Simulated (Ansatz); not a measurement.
`[NH2][Al]([F])[Cl]` + CH₃NH₂ → `C[NH][Al]([F])[Cl]` + NH₃ at 400 K and 1 bar (ligand exchange at the Al–N bond).

Isolated molecules relaxed with PBE0-D4/def2-TZVP in Ansatz; ΔE leaves out vibrations. CCSD(T)/CBS is the MP2 limit (def2-TZVPP, def2-QZVPP) plus CCSD(T) − MP2 in def2-TZVPP, frozen cores. This one scheme is used for every species. One conformer a species, not always the lowest.

```
             species  CCSD(T)/CBS energy (Eh)  H − E (kJ/mol)  S (J/(mol·K))
`[NH2][Al]([F])[Cl]`               -857.68991           105.1          342.4
              CH₃NH₂                -95.75281           185.4          256.0
`C[NH][Al]([F])[Cl]`               -896.93383           186.6          383.4
                 NH₃                -56.50880           104.2          203.1
```

H − E and S are ideal-gas, rigid-rotor, harmonic terms from PBE0-D4/def2-TZVP, for one conformer and one mirror image of each species. 1 Eh = 2625.50 kJ/mol, R = 8.31446 J/(mol·K).

Problem. By hand: ΔE, ΔH, ΔS and ΔG.

Solution. ΔE = (-896.93383) + (-56.50880) − (-857.68991) − (-95.75281) = 0.00009 Eh = 0.2 kJ/mol. Δ(H − E) = 186.6 + 104.2 − 105.1 − 185.4 = 0.3, so ΔH = 0.5 kJ/mol. ΔS = 383.4 + 203.1 − 342.4 − 256.0 = -11.9 J/(mol·K). ΔG = 0.5 − 400 × (-11.9)/1000 = 5.3 kJ/mol.

Problem. By hand: the equilibrium constant, and the temperature at which ΔG would vanish if ΔH and ΔS stayed fixed.

Solution. log₁₀ K = −ΔG/(RT ln 10) = -0.7. ΔH and −TΔS have one sign here, so there is no such temperature.

TΔS isn't small against ΔH here. The sign of ΔG lies within the doubt. A doubt of 5 kJ/mol in ΔE shifts log₁₀ K by 0.7 here. Other conformers and mirror images would add mixing entropy, several J/(mol·K) or more a flexible species. These are equilibria of isolated gas molecules and say nothing of rates. Largest T1 diagnostic: 0.011 (customary marks: 0.02 for closed shells, 0.045 for open ones).

ΔS is within the doubt of such terms, so its sign, and with it that verdict, could turn.
